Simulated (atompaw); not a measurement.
# Building the PAW (atompaw) potential for Re (Z = 75) (LDA (PW92), scalar-relativistic).

```
Element                 : rhenium
Generator               : atompaw 4.2.0.5
Type                    : PAW
Functional              : LDA (PW92)
Relativity              : scalar-relativistic
Frozen core             : [Xe] 4f14
Valence charge          : 7
Reference configuration : 5d5 6s2 6p0
Partial waves           : 6s (bound): rc 3.00 bohr; 6s channel at 0.45 Ry: rc 3.00 bohr; 6p (bound, empty): rc 3.00 bohr; 6p channel at 2.35 Ry: rc 3.00 bohr; 5d (bound): rc 3.00 bohr; 5d channel at 1.7 Ry: rc 2.10 bohr
Local potential         : troulliermartins scheme with l = 3 at 0.5 Ry, radius 2.70 bohr
Core correction         : smooth core density matched at 1.50 bohr
Augmentation charge     : besselshape compensation charge, radius 2.50 bohr; PAW radius 3.00 bohr; waves and projectors: custom rrkj gramschmidtortho
```

All-electron outer shells of the reference configuration (LDA (PW92), scalar-relativistic, ld1.x):

```tsv
shell	level (eV)	outermost node (bohr)	outermost maximum (bohr)
5p	-47.21	0.56	1.06
4f	-42.59	–	0.41
6s	-6.15	1.24	2.54
5d	-5.57	0.62	1.43
6p	-1.43	1.48	3.61
```

(1) Estimate the cutoffs (Ry, on a coarse ladder) from which the occupation-weighted sum of valence levels, in a spherical-Bessel basis at the reference potential, stays within 10 and 1 mRy of its value at 400 Ry.

(2) Does the potential have ghost states?

(3) Is the overlap operator S = 1 + Σ q|β⟩⟨β| positive definite (Bessel basis up to 400 Ry)?

(4) Which valence shell sets the plane-wave cutoff?

Answers

(1) 10 Ry and 15 Ry.

(2) No extra level below or beside the all-electron valence levels (s, p, d, f tested).

(3) Yes: its lowest eigenvalue is 0.30 (s channel).

(4) 5d: its level needs 12 Ry to come within 1 mRy, against 6 Ry for 6s.
